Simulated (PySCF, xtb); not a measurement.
HOSi, SMILES [OH+]=[Si] (connectivity only; charge and spin as stated), charge +1, multiplicity 1.

GFN2-xTB run with xtb 6.7.1 at its own geometry gives an orbital gap of 5.26 eV.

Geometry optimised at r2SCAN-D4/def2-TZVPD. The isomer is the one that the SMILES or the coordinates give; other isomers of the formula were not compared.

### Question
What does M06-2X/def2-TZVPD (PySCF) give? (Estimate from the structure and the level; the computed values follow.)

### Answer
gap 10.17 eV (levels -17.86 and -7.70 eV).
